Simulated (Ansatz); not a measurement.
C3H10OZr, SMILES `[CH3][Zr]([CH3])([CH3])[OH]`. Charge 0, multiplicity 1. Zr takes the def2 core potential. The geometry is a stationary point of PBE0-D4/def2-TZVP. It is one conformer, not always the lowest.

```xyz
15

C     1.438    1.331    0.804
Zr    0.241   -0.257   -0.196
C    -0.947   -1.320    1.358
C    -1.171    0.716   -1.614
O     1.383   -1.478   -1.117
H     0.896    1.698    1.687
H     2.426    0.998    1.138
H     1.586    2.188    0.135
H    -0.406   -1.346    2.312
H    -1.889   -0.782    1.533
H    -1.201   -2.352    1.094
H    -1.433    1.717   -1.245
H    -2.104    0.143   -1.687
H    -0.775    0.832   -2.628
H     1.956   -2.087   -1.574
```

(1) What is the dipole moment at ωB97M-V/def2-TZVPP? (An estimate is asked.)

(2) And with PBE, r2SCAN, B3LYP? (Best estimate.)

(3) Give the Mulliken charges with ωB97M-V, PBE, r2SCAN in def2-TZVPP. (Best estimate.)

Results:

(1) Ansatz gave: 1.38 D, with components (0.83, -0.88, -0.66) D in this frame, pointing from negative to positive charge.

(2) The calculation gave: PBE 1.30 D, r2SCAN 1.28 D, B3LYP 1.30 D.

(3) Computed: 
```csv
atom,ωB97M-V,PBE,r2SCAN
C1,-0.61,-0.55,-0.48
Zr2,1.11,1.07,1.14
C3,-0.61,-0.55,-0.48
C4,-0.61,-0.55,-0.48
O5,-0.47,-0.46,-0.52
H6,0.11,0.09,0.07
H7,0.11,0.10,0.07
H8,0.12,0.10,0.07
H9,0.12,0.10,0.07
H10,0.11,0.09,0.07
H11,0.12,0.10,0.07
H12,0.11,0.09,0.07
H13,0.12,0.10,0.07
H14,0.11,0.10,0.07
H15,0.16,0.18,0.19
```

B3LYP here is the variant with VWN-RPA as its local correlation; programs differ in this.
